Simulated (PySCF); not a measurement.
Cl2H4OSi2, SMILES [SiH3]O[SiH](Cl)Cl.

Geometry optimised at ωB97X-D3(BJ)/def2-SVP. One conformer was computed; it need not be the lowest.

Level of theory: PySCF with TDA-PBE/def2-SVPD.

Vertical excitations. Gas-phase values at a fixed geometry.

```json
[
 {"state": "S1", "energy (eV)": "6.76", "λ (nm)": "183", "f": "0.001", "main pairs": "HOMO→LUMO 96 %"},
 {"state": "S2", "energy (eV)": "7.03", "λ (nm)": "176", "f": "0.004", "main pairs": "HOMO−1→LUMO 76 %, HOMO−2→LUMO 13 %"},
 {"state": "S3", "energy (eV)": "7.06", "λ (nm)": "176", "f": "0.003", "main pairs": "HOMO→LUMO+1 81 %"},
 {"state": "S4", "energy (eV)": "7.11", "λ (nm)": "174", "f": "0.011", "main pairs": "HOMO−2→LUMO 79 %"},
 {"state": "S5", "energy (eV)": "7.22", "λ (nm)": "172", "f": "0.022", "main pairs": "HOMO−3→LUMO 91 %"},
 {"state": "S6", "energy (eV)": "7.33", "λ (nm)": "169", "f": "0.002", "main pairs": "HOMO−4→LUMO 87 %"},
 {"state": "S7", "energy (eV)": "7.34", "λ (nm)": "169", "f": "0.002", "main pairs": "HOMO−1→LUMO+1 63 %, HOMO−2→LUMO+1 19 %"},
 {"state": "S8", "energy (eV)": "7.55", "λ (nm)": "164", "f": "0.035", "main pairs": "HOMO→LUMO+2 70 %, HOMO−5→LUMO 13 %"},
 {"state": "S9", "energy (eV)": "7.58", "λ (nm)": "164", "f": "0.028", "main pairs": "HOMO−2→LUMO+1 57 %, HOMO−1→LUMO+1 13 %"},
 {"state": "S10", "energy (eV)": "7.61", "λ (nm)": "163", "f": "0.021", "main pairs": "HOMO−3→LUMO+1 74 %"},
 {"state": "T1", "energy (eV)": "6.51", "λ (nm)": "190", "f": "0", "main pairs": "HOMO→LUMO 95 %"},
 {"state": "T2", "energy (eV)": "6.75", "λ (nm)": "184", "f": "0", "main pairs": "HOMO−1→LUMO 83 %, HOMO−2→LUMO 13 %"},
 {"state": "T3", "energy (eV)": "6.86", "λ (nm)": "181", "f": "0", "main pairs": "HOMO→LUMO+1 87 %"},
 {"state": "T4", "energy (eV)": "6.92", "λ (nm)": "179", "f": "0", "main pairs": "HOMO−2→LUMO 74 %, HOMO−1→LUMO 12 %"}
]
```
Triplets are in the Tamm–Dancoff approximation.
